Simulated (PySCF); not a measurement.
Ag²⁺: excitation energy

Ag²⁺ [Kr] 4d9 (2D) → Ag²⁺ [Kr] 4d8 5s1 (4F), as a difference of total energies. Calculation: PySCF 2.14, in x2c-QZVPPall with one added diffuse shell each of s, p, d, f, g type (14s9p8d5f3g, 143 functions); scalar relativity by spin-free X2C-1e. Correlated levels: valence: [Kr] frozen; valence and next inner shell: [Ar] 3d10 frozen. The calculations carry no spin-orbit coupling.

| method | excitation energy (cm⁻¹) |
| --- | --- |
| UHF | 58945 |
| LDA | 62938 |
| PBE | 61861 |
| PBE0 | 62898 |
| r2SCAN | 60983 |
| MP2 (valence) | 65796 |
| SCS-MP2 (valence) | 67033 |
| MP2 (valence and next inner shell) | 64337 |
| SCS-MP2 (valence and next inner shell) | 64908 |

A first-order spin-orbit estimate (lowest level to lowest level, LS coupling) adds -0.138 eV.
